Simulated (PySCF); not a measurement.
MgH2, SMILES [MgH2].

Geometry optimised at PBE0-D3(BJ)/def2-TZVPD.

Vertical ionisation energy (IE) and electron affinity (EA) in eV. Rows of orbital energies are one-electron estimates. Where ΔSCF, EOM or ADC give a negative EA the extra electron is unbound and the value depends on the basis.

| level | IE | EA |
|---|---|---|
| −ε(HOMO), −ε(LUMO), PBE0/def2-TZVPD (PySCF) | 7.21 | 0.66 |
| −ε(HOMO), −ε(LUMO), ωB97X/def2-TZVPD (PySCF) | 9.63 | -0.77 |
